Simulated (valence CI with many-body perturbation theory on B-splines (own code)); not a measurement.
# Sm⁴⁹⁺: magnetic and hyperfine properties of the levels

Calculated by relativistic CI+MBPT: three valence electrons over a frozen Dirac-Fock core [Ne], a basis of 11 s, 11 p, 9 d, 7 f, 5 g, 2 h, 1 i functions for each j, with the one-electron correlation potential Σ1, the two-electron term Σ2, the three-electron term Σ3, Breit, model QED; selected CI, second order for the rest (own B-spline code, finite nucleus).

No measured spectrum was set against this ion. As an estimate, large intervals hold to a few tenths of a per cent, small ones and those within an open d or f shell to about a per cent.

A/g_I is the dipole constant over the nuclear g factor μ/I (μ in nuclear magnetons, uniformly magnetised nucleus), B/Q the quadrupole constant per barn. Both hold the static response of the core; the bare values leave it out. Large factors of s and p1/2 electrons are usually good to 5 to 10 %; those of open d and f shells near neutrality can be off by tens of per cent, and small factors of p3/2, d and f electrons come from cancelling terms and can be off by a factor of two or in sign, in half-filled shells by more. B is blank for J = 1/2, where it vanishes, and for nearly pure S terms. Energies count from the lowest level.

Levels are named by their leading jj configuration (3d3/2^4 stands for four electrons in 3d with j = 3/2), which in mixed levels can hold well under half, so a name can repeat and another be missing. Letters in brackets count levels of one name in rising energy.

```tsv
Level	E (× 10³ cm⁻¹)	g	A/g_I (MHz)	A/g_I bare	B/Q (MHz/b)	B/Q bare
(3s^2 3p1/2) J=1/2	0.00	0.654	847000	829000		
(3s 3p1/2^2) J=1/2	1017.7	2.202	2560000	2500000		
(3s^2 3p3/2) J=3/2	1271.3	1.325	120000	119000	229000	225000
(3s 3p1/2 3p3/2) J=3/2 [a]	2106.4	1.651	628000	617000	185000	182000
(3s 3p1/2 3p3/2) J=5/2	2218.6	1.355	748000	733000	158000	155000
(3s 3p1/2 3p3/2) J=3/2 [b]	2363.5	0.952	49400	50700	141000	139000
(3s 3p1/2 3p3/2) J=1/2	2430.2	1.222	-851000	-826000		
(3s^2 3d3/2) J=3/2	2768.9	0.832	34300	36500	42400	43400
(3s^2 3d5/2) J=5/2	2996.8	1.221	70900	71800	27600	29300
(3p1/2^2 3p3/2) J=3/2	3380.8	1.206	83700	85800	181000	179000
(3s 3p3/2^2) J=5/2	3480.7	1.398	600000	589000	94900	93600
(3s 3p1/2 3d3/2) J=3/2 [a]	3492.8	0.575	-184000	-178000	66600	66800
(3s 3p1/2 3d3/2) J=5/2	3574.8	1.037	693000	679000	4260	5990
(3s 3p3/2^2) J=1/2	3705.2	1.883	2640000	2570000		
(3s 3p1/2 3d3/2) J=1/2	3742.4	0.374	-1030000	-1000000		
(3s 3p3/2^2) J=3/2	3749.6	1.197	-376000	-362000	-53600	-52800
(3s 3p1/2 3d3/2) J=3/2 [b]	3766.8	1.310	598000	587000	35100	34900
(3s 3p1/2 3d5/2) J=5/2 [a]	3871.5	1.350	247000	244000	39900	41400
(3s 3p1/2 3d5/2) J=7/2	3946.9	1.248	503000	494000	-1630	751
(3s 3p1/2 3d5/2) J=5/2 [b]	4018.8	1.052	32400	34300	53800	54800
(3s 3p1/2 3d5/2) J=3/2	4052.8	1.132	-471000	-456000	9310	10600
(3p1/2 3p3/2^2) J=5/2	4618.5	1.150	311000	307000	43000	42600
(3p1/2 3p3/2^2) J=3/2	4651.0	1.377	-13400	-7870	31100	30700
(3p1/2^2 3d3/2) J=3/2	4741.5	0.766	66500	66400	36000	37400
(3p1/2 3p3/2^2) J=1/2	4742.6	0.676	889000	867000		
(3s 3p3/2 3d3/2) J=3/2 [a]	4858.6	1.321	367000	362000	-9640	-10600
(3s 3p3/2 3d3/2) J=1/2 [a]	4867.9	2.273	1200000	1170000		
(3s 3p3/2 3d3/2) J=5/2 [a]	4869.7	1.256	328000	324000	68200	66700
(3s 3p3/2 3d3/2) J=7/2	4894.5	1.270	432000	425000	199000	197000
(3s 3p3/2 3d5/2) J=9/2	5014.7	1.325	346000	341000	281000	279000
(3s 3p3/2 3d3/2) J=3/2 [b]	5055.2	0.995	23200	25600	-124000	-122000
(3p1/2^2 3d5/2) J=5/2	5111.9	1.194	20900	24200	30200	32000
(3s 3p3/2 3d5/2) J=5/2 [a]	5161.1	1.239	304000	299000	-15000	-14300
(3s 3p3/2 3d3/2) J=5/2 [b]	5179.2	1.044	114000	114000	54400	55400
(3s 3p3/2 3d3/2) J=1/2 [b]	5198.1	0.608	325000	319000		
(3s 3p3/2 3d5/2) J=7/2 [a]	5239.7	1.203	182000	181000	199000	198000
(3s 3p3/2 3d5/2) J=3/2 [a]	5247.2	1.165	-149000	-142000	-117000	-115000
(3s 3p3/2 3d5/2) J=7/2 [b]	5353.3	1.196	43700	45700	150000	150000
(3s 3p3/2 3d5/2) J=1/2	5424.0	0.689	-639000	-622000		
(3s 3p3/2 3d5/2) J=3/2 [b]	5485.2	1.303	608000	596000	71200	71300
```

Task: Take the isotope of mass number 149, with I = 7/2, μ = -0.6677 μN and Q = 0.075 b. What is the hyperfine structure of (3s 3p1/2^2) J=1/2?

Result: From the table A = -488000 MHz. Shifts from the centre of gravity in MHz: F = 3: 1100000, F = 4: -854000.
